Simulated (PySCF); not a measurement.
Compound: SeF4.
Cartesian coordinates in Å at the PBE0-D3(BJ)/def2-SVP level; atoms count from 1:
```
atom  x, y, z in Å
F1    -0.2269    1.7375   -0.4284
Se2    0.0061   -0.0235   -0.5088
F3     0.2392   -1.7679   -0.2554
F4    -1.3061   -0.1452    0.5826
F5     1.2953    0.2018    0.5932
```

Level of theory: PBE0-D3(BJ)/def2-SVP geometry optimisation, gas phase in PySCF.

Take the most abundant isotopes and a rigid rotor. 

Problem. Give the principal moments of inertia and the rotational constants in MHz.

Solution. Ia = 97.48, Ib = 151.12, Ic = 184.50 u·Å²; 505379 MHz·u·Å²/I gives A = 5185, B = 3344, C = 2739 MHz.

Problem. What kind of rotor is it?

Solution. An asymmetric top. Ray's parameter κ = (2B − A − C)/(A − C) = -0.505; −1 is the prolate and +1 the oblate limit.

Problem. What does the inertial defect say?

Solution. Not planar: Δ = Ic − Ia − Ib = -64.10 u·Å². For a rigid frame Δ = −2 Σ m c², so Σ m c² = 32.05 u·Å² lies off the ab plane. The atom farthest from that plane is 0.79 Å away.

Problem. Give the other two planar moments, Paa and Pbb, and the rms extents of the mass along the axes.

Solution. Paa = Σ m a² = (Ib + Ic − Ia)/2 = 119.07 and Pbb = Σ m b² = (Ia + Ic − Ib)/2 = 65.43 u·Å². With the mass M = 155.91 u, the rms extents √(P/M) along a, b and c are 0.87, 0.65, 0.45 Å.

Problem. List the rotational levels J(Ka,Kc) to J = 5 (K).

Solution. Above 0(0,0), as E/k:
J = 1: 1(0,1) 0.292, 1(1,1) 0.380, 1(1,0) 0.409
J = 2: 2(0,2) 0.870, 2(1,2) 0.935, 2(1,1) 1.022, 2(2,1) 1.287, 2(2,0) 1.293
J = 3: 3(0,3) 1.723, 3(1,3) 1.764, 3(1,2) 1.937, 3(2,2) 2.163, 3(2,1) 2.192, 3(3,1) 2.681, 3(3,0) 2.682
J = 4: 4(0,4) 2.841, 4(1,4) 2.864, 4(1,3) 3.149, 4(2,3) 3.326, 4(2,2) 3.404, 4(3,2) 3.859, 4(3,1) 3.864, 4(4,1) 4.570, 4(4,0) 4.570
J = 5: 5(0,5) 4.221, 5(1,5) 4.231, 5(1,4) 4.646, 5(2,4) 4.773, 5(2,3) 4.931, 5(3,3) 5.332, 5(3,2) 5.353, 5(4,2) 6.043, 5(4,1) 6.044, 5(5,1) 6.956, 5(5,0) 6.956
Those of J = 1 are B + C, A + C and A + B.

Problem. Which types of transition are allowed, and where do some lines up to J = 2 fall?

Solution. The dipole components are |μa| = 0.00 D, |μb| = 0.00 D, |μc| = 1.97 D; the symmetry axis of this C2v structure is c, so μa and μb vanish by symmetry and there are no a-type or b-type lines. Some lines, for components of 0.1 D or more:

```tsv
type	branch	J(Ka,Kc)	MHz	lower level (cm⁻¹)
c	Q	2(1,2) ← 2(0,2)	1362	0.605
c	Q	1(1,1) ← 1(0,1)	1840	0.203
c	Q	2(2,1) ← 2(1,1)	5521	0.711
c	R	1(1,0) ← 0(0,0)	8529	0.000
c	R	2(1,1) ← 1(0,1)	15217	0.203
c	R	2(2,0) ← 1(1,0)	18419	0.284
c	R	2(2,1) ← 1(1,1)	18898	0.264
```

No PBE0-D3(BJ)/def2-SVP frequencies stand behind this structure, so it isn't proved a minimum. Zero-point vibration and centrifugal distortion are left out.
